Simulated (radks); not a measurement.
Charge is removed step by step from the 5p3/2 level of Pt+, starting from [Kr] 4d10 4f14 5s2 5p(1/2: 2, 3/2: 4) 5d9. Method: Dirac Kohn-Sham, BLYP, spin-unpolarised, spherical densities, point nucleus; open shells fill j = l - 1/2 first; computed with a radial shooting solver on a logarithmic mesh with Libxc functionals.

| removed (e) | E - E(0) (eV) | eigenvalue (eV) | E minus straight line (eV) |
|---|---|---|---|
| 0 | 0.000 | -60.096 | 0.000 |
| 0.125 | 7.614 | -61.742 | -0.753 |
| 0.25 | 15.437 | -63.420 | -1.298 |
| 0.375 | 23.471 | -65.128 | -1.632 |
| 0.5 | 31.720 | -66.866 | -1.750 |
| 0.625 | 40.188 | -68.631 | -1.649 |
| 0.75 | 48.879 | -70.423 | -1.326 |
| 0.875 | 57.795 | -72.239 | -0.777 |
| 1 | 66.940 | -74.080 | 0.000 |

Removing the whole electron costs 66.940 eV by Delta-SCF, against 60.096 eV from minus the eigenvalue at the starting occupation. Slater's transition state (half an electron removed) gives 66.866 eV. Integrating minus the eigenvalue over the occupation (Janak's theorem) gives 66.940 eV. The mean slope of the eigenvalue, de/dn, is 14.0 eV per electron.
